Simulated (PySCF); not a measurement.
NbOF₃, SMILES [O]=[Nb]([F])([F])[F], multiplicity 1. Atoms are numbered in the order given.

```xyz
5

Nb     0.0000     0.0000    -0.0245
O      0.0000     0.0000    -1.7161
F      1.5383     0.8882     0.5457
F      0.0000    -1.7763     0.5457
F     -1.5383     0.8882     0.5457
```

The structure is a stationary point at B3LYP-D3(BJ)/def2-SVP. The spin state was assumed, not searched. The def2 effective core potentials stand for the cores of Nb; spin–orbit coupling is left out.

Calculation: PBE/def2-TZVPD in PySCF.

Mulliken values depend strongly on the basis, most of all with diffuse functions as here. ESP charges are fitted to the potential on shells at 1.4 to 2.0 van der Waals radii. Atomic charges (e):

| atom | Mulliken | ESP fit |
|---|---|---|
| Nb1 | 2.34 | 1.41 |
| O2 | -0.67 | -0.47 |
| F3 | -0.55 | -0.32 |
| F4 | -0.55 | -0.31 |
| F5 | -0.55 | -0.32 |
